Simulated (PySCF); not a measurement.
PW91 on Sc⁻ (scandium, charge -1), [Ar] 3d2 4s2, high-spin 3F determinant. Calculation: PySCF 2.14, in aug-cc-pwCVTZ (10s9p7d4f3g, 127 functions); no relativity, point nucleus.

```
cycle= 1 E= -760.649184757032  delta_E= -0.0282  |g|= 0.064  |ddm|= 4.71
cycle= 2 E= -760.620687752037  delta_E= 0.0285  |g|= 0.208  |ddm|= 0.777
cycle= 3 E= -760.64678850664  delta_E= -0.0261  |g|= 0.0741  |ddm|= 0.895
cycle= 4 E= -760.652223429534  delta_E= -0.00543  |g|= 0.0136  |ddm|= 0.226
cycle= 5 E= -760.652357620475  delta_E= -0.000134  |g|= 0.00505  |ddm|= 0.15
cycle= 6 E= -760.65237996398  delta_E= -2.23e-05  |g|= 0.000867  |ddm|= 0.0478
cycle= 7 E= -760.652381988987  delta_E= -2.03e-06  |g|= 0.000428  |ddm|= 0.0764
cycle= 8 E= -760.652379980478  delta_E= 2.01e-06  |g|= 0.000814  |ddm|= 0.0921
cycle= 9 E= -760.652380124966  delta_E= -1.44e-07  |g|= 0.000172  |ddm|= 0.0819
cycle= 10 E= -760.65238013984  delta_E= -1.49e-08  |g|= 6.34e-05  |ddm|= 0.0288
cycle= 11 E= -760.652380134956  delta_E= 4.88e-09  |g|= 3.43e-05  |ddm|= 0.0115
cycle= 12 E= -760.652380136184  delta_E= -1.23e-09  |g|= 8.86e-06  |ddm|= 0.00116
cycle= 13 E= -760.652380136217  delta_E= -3.27e-11  |g|= 6.36e-07  |ddm|= 0.000981
converged SCF energy = -760.652380136217  <S^2> = 2.0089867  2S+1 = 3.0059852
```

Highest occupied orbital energy: 1.775 eV; ⟨L²⟩ = 12.02; populations by l: s 8.00, p 12.00, d 2.00, f 0.00.

Question: Can this result be used?

Answer: With care. The run converged. The configuration of this anion was assumed by filling the next shell in order. It is not the known or likely ground configuration (Ca⁻, Sr⁻ and Ba⁻, for instance, bind a p electron), so these values are not the electron affinity of the element. At PW91 the highest occupied level has a positive energy, so only the finite basis holds that electron.
